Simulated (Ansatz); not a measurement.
Spin states of BrOV (SMILES [O]=[V][Br]), each relaxed with B3LYP-D3(BJ)/def2-TZVP.
State 1 (charge 0, multiplicity 3):
```xyz
3

V      0.3718    -0.2045     0.2041
O      1.4786    -0.2780    -0.9228
Br    -1.8835     0.5299     0.6483
```
State 2 (charge 0, multiplicity 1):
```xyz
3

V      0.39248    -0.22793     0.25292
O      1.42483    -0.25386    -0.93326
Br    -1.85048     0.52917     0.61002
```

Singlets are restricted, other states unrestricted; no spin–orbit coupling, no relativity up to Kr; see below for the cores. The largest T1 diagnostic is 0.064.

Programs: Ansatz (an electronic-structure program). Each number belongs to the level named beside it.

Problem. Give the energy of the multiplicity-1 state less that of the multiplicity-3 state at the level B97M-V/def2-TZVPP.

Solution. 81 kJ/mol

Problem. What energy of the multiplicity-1 state less that of the multiplicity-3 state does SVWN5/def2-TZVPP give?

Solution. 102 kJ/mol

Problem. What energy of the multiplicity-1 state less that of the multiplicity-3 state does wB97M-V/def2-TZVPP give?

Solution. 78 kJ/mol
